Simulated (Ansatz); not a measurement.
`[NH2][SnH2][OH]` + BH₃ → `[BH2][SnH2][NH2]` + H₂O  (formal exchange of groups at the Sn–O bond)

Program: Ansatz. Geometries: PBE0-D4/def2-TZVP. ΔE: electronic, gas phase. CCSD(T)/CBS is the MP2 limit (def2-TZVPP, def2-QZVPP) plus CCSD(T) − MP2 in def2-TZVPP, frozen cores. This one scheme is used for every species. Functionals use def2-TZVPP. B3LYP here is the variant with VWN-RPA as its local correlation; programs differ in this. def2 core potentials past Kr. For Sn outer-core shells are correlated without core-valence functions, which leaves a few kJ/mol of doubt a bond. Each species was taken in one conformer, which may not be the lowest.

```tsv
level	ΔE (kcal/mol)	difference from CCSD(T)/CBS
r2SCAN-D4	7.3	0.3
PBE0-D4	4.9	-2.1
B3LYP-D4	7.8	0.8
r2SCAN0-D4	6.4	-0.6
ωB97X-V	8.1	1.1
ωB97M-V	7.5	0.5
PBE-QIDH	6.1	-0.9
revPBE	5.7	-1.3
r2SCANh	7.0	0.0
CCSD(T)/def2-SVP	6.4	-0.6
CCSD(T)/CBS	7.0	0
```

Largest T1 diagnostic among the species: 0.013.

In def2-TZVPP, CCSD(T) changes the Hartree–Fock value by −4.0 kcal/mol (the triples alone add +0.0 kcal/mol) and MP2 by −3.1 kcal/mol. From r2SCAN to r2SCAN0 (25 % exact exchange), in def2-TZVPP and without D4, ΔE moves by −0.9 kcal/mol. Leaving LDA and LC-ωPBE aside and taking each functional with its dispersion term where it has one, the values, not all of them listed here, spread over 3.9 kcal/mol, from HSE06-D4 to CAM-B3LYP-D4. LDA lies −2.0 kcal/mol from PBE without D4.
